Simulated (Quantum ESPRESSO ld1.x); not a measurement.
Question: The mean radii <r> (bohr) of the occupied orbitals of an atom or ion are listed with their occupations. Method: scalar-relativistic Kohn-Sham, LDA (Slater exchange, Perdew-Zunger correlation), spin-polarised, spherical densities, point nucleus; computed with ld1.x of Quantum ESPRESSO 7.5.

| orbital | occ. | <r> |
|---|---|---|
| 1s up | 1 | 0.01867 |
| 1s down | 1 | 0.01867 |
| 2s up | 1 | 0.07858 |
| 2s down | 1 | 0.07851 |
| 2p up | 3 | 0.07014 |
| 2p down | 3 | 0.07006 |
| 3s up | 1 | 0.1949 |
| 3s down | 1 | 0.1953 |
| 3p up | 3 | 0.1925 |
| 3p down | 3 | 0.1929 |
| 3d up | 4 | 0.1712 |

Name the element and its charge. Open shells, if any, are filled with parallel spins first.

Answer: Z = 73, tantalum, charge +51: Ta51+ in [Ar] 3d4. The 1s radius gives Z: for a bare nucleus <r> = (2 gamma + 1)/(2Z) with gamma = sqrt(1 - (Z/c)^2), 0.01844 bohr for Z = 73, and screening makes it slightly larger (0.01867 here). The occupations add up to 22, and the charge is Z minus that.
